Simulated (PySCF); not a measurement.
A GIAO shielding run with PySCF 2.14.0 with density-fitted response routines (density fitting, non-relativistic, gas phase) on `CC#C[C@]1(F)CSC[SiH2]1`, C6H9FSSi:

```
$ OMP_NUM_THREADS=1 python probes_run.py task.json out

{"job": {"kind": "nmr", "xc": "PBE0", "basis": "pcSseg-1"}, "charge": 0, "multiplicity": 1}
C     -3.395424    -0.428975     0.592418
C     -2.074450     0.056585     0.268494
C     -0.969399     0.436829    -0.002491
C      0.361194     0.895424    -0.328857
F      0.504342     2.231408     0.087449
C      0.604604     0.855159    -1.839903
S      1.102066    -0.818147    -2.326820
C      2.429745    -0.980652    -1.081910
Si     1.735027    -0.192756     0.510250
H     -4.140749     0.332132     0.364025
H     -3.453867    -0.675577     1.652271
H     -3.610017    -1.323074     0.007804
H      1.408925     1.547913    -2.096745
H     -0.288225     1.109547    -2.410500
H      2.645791    -2.040746    -0.993969
H      3.318258    -0.482555    -1.468173
H      2.704648     0.681856     1.162456
H      1.108768    -1.198052     1.363025
```

Hardware: 1 thread of an Arm Neoverse N1, shared host. The job also computes population analyses, field gradients, ring-centre shieldings.

(1) How large is the calculation?

(2) How long does it take, and how much memory does it need?

Answers

(1) 84 electrons, 212 basis functions and 1143 auxiliary functions.

(2) 90 s of wall time, with 14 SCF cycles and 5 response iterations; peak memory 0.96 GiB. Times on a shared host scatter by some tens of per cent.
